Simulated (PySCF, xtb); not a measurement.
Ga(Cl)2(NH3) (Cl₂GaH₃N), SMILES [Ga+]([Cl])(<-[NH3])[Cl] (connectivity only; charge and spin as stated), charge +1, multiplicity 1.

GFN2-xTB (xtb) at its own geometry gives an orbital gap of 3.79 eV.

Geometry optimised at B3LYP-D3(BJ)/def2-SVP. The spin state was assumed, not searched. The isomer is the one that the SMILES or the coordinates give; other isomers of the formula were not compared.

Question: What does PBE/def2-TZVP (PySCF) give? (An estimate is asked for; the answer gives what the named calculation found.)

Answer: gap 4.89 eV (levels -12.74 and -7.85 eV).
